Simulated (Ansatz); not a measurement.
Cost against result

The pair of H₃O⁺ (SMILES [OH3+], atoms 1–4) and H₂Te (SMILES [TeH2], atoms 5–7), both closed shells, in one local arrangement (a lower one may exist), relaxed at PBE0-D4/def2-TZVP:

```
7
angstrom
O 0.2682 0.0540 -1.4668
H 0.6903 -0.8064 -1.6237
H 0.7749 0.7595 -1.9012
H 0.0337 0.2612 -0.3673
Te -0.5583 0.6598 1.5906
H 0.5208 -0.4166 2.2432
H -1.7297 -0.5114 1.5253
```

Interaction energies are counterpoise-corrected; the time is that of the whole pair.

Ansatz 0.2.0; basis: as named in each row; cores frozen in the correlated methods. Filled d shells of the heavier atoms are correlated. Core potentials replace the inner electrons of the atoms past krypton. The def2 sets are not built for correlating such inner shells, so the correlated values are less sure here. B3LYP uses VWN-RPA correlation. Extrapolation: Hartree–Fock as exp(−7.88 √X), correlation as X^−2.97.

Times are rough, for one single point on 2 threads of a shared host (Arm Neoverse V2).

The estimate by CCSD(T) at an estimated basis limit (MP2 extrapolated from triple and quadruple zeta, plus CCSD(T) − MP2 in triple zeta) is -34.02 kcal/mol.

```csv
method,basis,time (s),interaction energy (kcal/mol),method less estimate
SPW92,def2-SVP,under 1,-41.64,-7.62
PBE-D4,def2-SVP,under 1,-39.31,-5.29
PBE0-D4,def2-SVP,under 1,-37.30,-3.27
CCSD(T),def2-SVP,1,-29.97,4.05
PBE-D4,def2-TZVPPD,2,-39.96,-5.94
revPBE-D4,def2-TZVPPD,2,-39.15,-5.13
BLYP-D4,def2-TZVPPD,2,-38.42,-4.40
PBE0-D4,def2-TZVPPD,2,-38.14,-4.11
HSE06-D4,def2-TZVPPD,2,-38.20,-4.18
B3LYP-D4,def2-TZVPPD,2,-37.28,-3.26
wB97M-V,def2-SVP,3,-34.14,-0.12
r2SCAN-D4,def2-TZVPPD,3,-38.41,-4.38
B2PLYP,def2-TZVPPD,4,-34.97,-0.94
wB97X-V,def2-TZVPPD,6,-35.33,-1.30
B97M-V,def2-TZVPPD,7,-37.20,-3.18
wB97M-V,def2-TZVPPD,7,-34.37,-0.35
MP2,def2-QZVPPD,9,-34.16,-0.14
CCSD(T),def2-TZVPPD,54,-33.27,0.75
```

T1 diagnostic: at most 0.011.
